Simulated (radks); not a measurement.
Values are calculated unless marked as measured or tabulated.
Task: These are the eigenvalues of the occupied orbitals of an atom or ion with whole-number occupations (eV). Level of theory: Dirac Kohn-Sham, PBEsol, spin-unpolarised, spherical densities, finite nucleus; Fermi nuclear charge, rms radius of each element as measured or else 0.836 A^(1/3) + 0.57 fm (a radial shooting solver on a logarithmic mesh with Libxc functionals).

| orbital | eigenvalue |
|---|---|
| 1s1/2 | -12501.45 |
| 2s1/2 | -1615.607 |
| 2p1/2 | -1450.817 |
| 2p3/2 | -1409.106 |
| 3s1/2 | -223.3623 |
| 3p1/2 | -167.0262 |
| 3p3/2 | -161.1513 |
| 3d3/2 | -63.9754 |
| 3d5/2 | -63.0796 |
| 4s1/2 | -26.7832 |
| 4p1/2 | -15.6465 |
| 4p3/2 | -15.2012 |

Which element is it, and in what charge state? The configuration may be excited. Open shells, if any, fill j = l - 1/2 first.

Result: Z = 34, selenium, charge +1: Se+ in [Ar] 3d10 4s2 4p3. The list shows which subshells hold electrons but not how many an open one holds; the 1s level, -459.42 hartree, gives Z - s = 30.3 by -(Z - s)^2/2, which with screening and relativity narrows Z to a few neighbours, and the depths of the outer levels then fix element, charge and occupations together.
